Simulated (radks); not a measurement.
Results of a calculation; reference values are marked as such.
Coulomb parameter of the 3d shell of the cobalt ion Co+ in the model configuration [Ar] 3d7 4s1, as a second difference U = [E(n + 0.5) + E(n - 0.5) - 2 E(n)] / (0.5)^2 with all orbitals relaxed. "Bare": the charge of the atom changes with n. "Screened": the 4s shell takes up the change at fixed total charge, which measures U(3d,3d) + U(4s,4s) - 2 U(3d,4s). Level of theory: Dirac Kohn-Sham, BLYP, spin-unpolarised, spherical densities, point nucleus; open shells are shared between the two j in proportion to 2j + 1 (a radial shooting solver on a logarithmic mesh with Libxc functionals).

case              configuration  E - E(n) (eV)
start              [Ar] 3d7 4s1          0.000
bare +0.5        [Ar] 3d7.5 4s1         -6.691
bare -0.5        [Ar] 3d6.5 4s1         10.378
screened +0.5  [Ar] 3d7.5 4s0.5         -1.597
screened -0.5  [Ar] 3d6.5 4s1.5          2.504

U(bare) = 14.749 eV, U(screened by 4s) = 3.630 eV.
